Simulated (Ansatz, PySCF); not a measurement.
Reaction (SMILES): [NH]B(N)F -> [NH-]B(N)F (an electron is taken up)
Geometries: B3LYP-D3(BJ)/def2-TZVP minima from Ansatz (an electronic-structure program), one conformer each, not searched for the lowest. Frequencies are from Ansatz.

Property: adiabatic electron affinity (0 K, with B3LYP-D3(BJ) harmonic zero-point energies), positive where the reaction releases energy, in eV. Cores are frozen in the correlated levels unless marked. Open shells are spin-unrestricted. Spin-orbit coupling is left out. No relativistic terms. Anions need diffuse functions: aug- sets have them; def2-D sets add few; the other sets have none. CBS(X,Y): correlation extrapolated as X^-3; Hartree-Fock from the larger set. The bracket is a focal-point correction in the basis named.

RI-MP2/CBS(aug-cc-pVTZ,aug-cc-pVQZ)+[CCSD(T)-MP2]/aug-cc-pVTZ (Ansatz) gives 2.12 eV.

Q: Another calculation gave 1.97 eV. Which level was it?
A) BHLYP/def2-TZVPD (Ansatz)
B) r2SCANh/def2-TZVPD (Ansatz)
C) HF/def2-TZVPD (PySCF)
D) CAM-B3LYP/def2-TZVPD (Ansatz)

A: D, CAM-B3LYP/def2-TZVPD (Ansatz). The others give 1.76 (r2SCANh), 1.60 (BHLYP), 0.29 (HF) eV.
